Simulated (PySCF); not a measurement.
Shifts of the heteroatoms

Molfile (atoms numbered from 1):
```
C5H10N3PSi
     RDKit          3D

 20 20  0  0  0  0  0  0  0  0999 V2000
   -1.7980    1.4399   -1.4849 C   0  0  0  0  0  0  0  0  0  0  0  0
   -2.0361    0.7656   -0.4594 N   0  0  0  0  0  0  0  0  0  0  0  0
   -1.0169   -0.2702    0.4839 Si  0  0  1  0  0  4  0  0  0  0  0  0
   -1.3094    0.2794    2.0913 N   0  0  0  0  0  0  0  0  0  0  0  0
   -1.4474   -2.4466    0.0984 P   0  0  0  0  0  0  0  0  0  0  0  0
    0.7018   -0.0788    0.1882 N   0  0  0  0  0  0  0  0  0  0  0  0
    1.3776    1.1097    0.2331 C   0  0  0  0  0  0  0  0  0  0  0  0
    2.6774    0.9040   -0.1151 C   0  0  0  0  0  0  0  0  0  0  0  0
    2.8155   -0.4771   -0.3914 C   0  0  0  0  0  0  0  0  0  0  0  0
    1.5925   -1.0425   -0.1976 C   0  0  0  0  0  0  0  0  0  0  0  0
   -2.6093    1.9983   -1.9446 H   0  0  0  0  0  0  0  0  0  0  0  0
   -0.8189    1.5254   -1.9636 H   0  0  0  0  0  0  0  0  0  0  0  0
   -0.8959   -0.2314    2.8539 H   0  0  0  0  0  0  0  0  0  0  0  0
   -2.2447    0.5666    2.3266 H   0  0  0  0  0  0  0  0  0  0  0  0
   -2.8165   -2.2945    0.2028 H   0  0  0  0  0  0  0  0  0  0  0  0
   -1.4813   -2.3430   -1.2826 H   0  0  0  0  0  0  0  0  0  0  0  0
    0.8650    2.0056    0.5209 H   0  0  0  0  0  0  0  0  0  0  0  0
    3.4516    1.6443   -0.1706 H   0  0  0  0  0  0  0  0  0  0  0  0
    3.7133   -0.9796   -0.6944 H   0  0  0  0  0  0  0  0  0  0  0  0
    1.2744   -2.0645   -0.2980 H   0  0  0  0  0  0  0  0  0  0  0  0
  1  2  2  0
  2  3  1  0
  3  4  1  1
  3  5  1  0
  3  6  1  0
  6  7  1  0
  7  8  2  0
  8  9  1  0
  9 10  2  0
 10  6  1  0
  1 11  1  0
  1 12  1  0
  4 13  1  0
  4 14  1  0
  5 15  1  0
  5 16  1  0
  7 17  1  0
  8 18  1  0
  9 19  1  0
 10 20  1  0
M  END
```

[PySCF 2.14.0 with density-fitted response routines: GFN2-xTB structure; PBE0/pcSseg-1 with gauge-including orbitals; one conformer; non-relativistic; gas phase; equivalent nuclei averaged]

Task: What are the ³¹P shifts?

Result: 
| atoms | environment | σ (ppm) | δ (ppm) |
| --- | --- | --- | --- |
| P5 | phosphorus bonded to Si, 2 H | 600.5 | -227.3 |

Shieldings were converted by a linear fit to measured shifts: ³¹P: δ = 270.09 − 0.828σ (rms 18.1 ppm, 64 shifts vs H3PO4, solution or neat liquid). A few per cent of atoms miss by over 2 rms, more outside the fitted compound classes.

On a 600 MHz spectrometer ³¹P resonates near 242.9 MHz, so 1 ppm is 242.9 Hz.

Task: Where does ²⁹Si resonate?

Result: 
```
atoms               environment  σ (ppm)  δ (ppm)
  Si3  silicon bonded to 3 N, P    366.2    -21.0
```

Shieldings were converted by a linear fit to measured shifts: ²⁹Si (scatter 8.9 ppm rms, 25.8 ppm with the 6 outliers that the fit left out vs TMS, solution or neat liquid). A few per cent of atoms miss by over 2 rms, more outside the fitted compound classes.

On a 600 MHz spectrometer ²⁹Si resonates near 119.2 MHz, so 1 ppm is 119.2 Hz.

Task: What are the ¹⁵N shifts?

Result: 
```
atoms                 environment  σ (ppm)  δ (ppm)
   N2              imine nitrogen   -157.0     -3.4
   N6  pyrrole-type ring nitrogen     77.9   -219.8
   N4  nitrogen bonded to Si, 2 H    237.0   -366.5
```

Shieldings were converted by a linear fit to measured shifts: ¹⁵N: δ = -148.07 − 0.921σ (rms 6.3 ppm, 71 shifts vs CH3NO2, solution or neat liquid). A few per cent of atoms miss by over 2 rms, more outside the fitted compound classes.

On a 500 MHz spectrometer ¹⁵N resonates near 50.7 MHz, so 1 ppm is 50.7 Hz.
